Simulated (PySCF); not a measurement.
Mg (magnesium, neutral): UHF calculation

Configuration: [Ne] 3s1 3d1, 3s spin antiparallel (an excited configuration). Computed with PySCF 2.14 in aug-cc-pCVTZ (8s7p5d3f, 75 functions), with the non-relativistic Hamiltonian (point nucleus).

* Total energy: -199.396933 hartree
* One-electron energy: -277.7186 hartree
* Hartree (Coulomb) energy: 94.2640 hartree
* Exchange energy: -15.9423 hartree
* Kinetic energy: 199.51285 hartree
* ⟨S²⟩: 1.0001
* ⟨L²⟩: 6.004
* Sum of ⟨r⟩: 14.54 bohr
* Sum of ⟨r²⟩: 52.09 bohr²
* Traceless quadrupole moment −½Σ⟨3z² − r²⟩ along its main axis: 10.5 e·bohr²
* Density at the nucleus (Gaussians lack the cusp): 1070 bohr⁻³
* Spin density at the nucleus: -1.93 bohr⁻³
* Langevin diamagnetic susceptibility: -41.3 ×10⁻⁶ cm³/mol

```json
{"shell": "1s β", "electrons": "1", "mean orbital energy (eV)": "-1338.2", "spread (eV)": "0", "rms radius, mean of both spins (bohr)": "0.152"}
{"shell": "1s α", "electrons": "1", "mean orbital energy (eV)": "-1338.0", "spread (eV)": "0", "rms radius, mean of both spins (bohr)": "0.152"}
{"shell": "2s β", "electrons": "1", "mean orbital energy (eV)": "-106.47", "spread (eV)": "0", "rms radius, mean of both spins (bohr)": "0.756"}
{"shell": "2s α", "electrons": "1", "mean orbital energy (eV)": "-106.00", "spread (eV)": "0", "rms radius, mean of both spins (bohr)": "0.756"}
{"shell": "2p β", "electrons": "3", "mean orbital energy (eV)": "-65.973", "spread (eV)": "0.014", "rms radius, mean of both spins (bohr)": "0.771"}
{"shell": "2p α", "electrons": "3", "mean orbital energy (eV)": "-65.809", "spread (eV)": "0.013", "rms radius, mean of both spins (bohr)": "0.771"}
{"shell": "3s β", "electrons": "1", "mean orbital energy (eV)": "-9.807", "spread (eV)": "0", "rms radius, mean of both spins (bohr)": "3.10"}
{"shell": "3d α", "electrons": "1", "mean orbital energy (eV)": "-0.728", "spread (eV)": "0", "rms radius, mean of both spins (bohr)": "6.14"}
```

The outer electron is Rydberg-like, and this basis confines it to a smaller radius and binds it less than a complete one would. With the s spin flipped the determinant is a mixture of two multiplicities, not a spectroscopic state.

Spin-orbit constants ζ (cm⁻¹) from the X2C one-electron operator on these orbitals (non-relativistic here): bare nucleus, nucleus screened by l(l+1)(2l+1)/3 electrons, and screened by the Breit-Pauli mean field of the electrons.

```tsv
shell	bare	screened nucleus	mean field
2p	1737	1447	1315
3d	0.7439	0.1240	0.04373
```
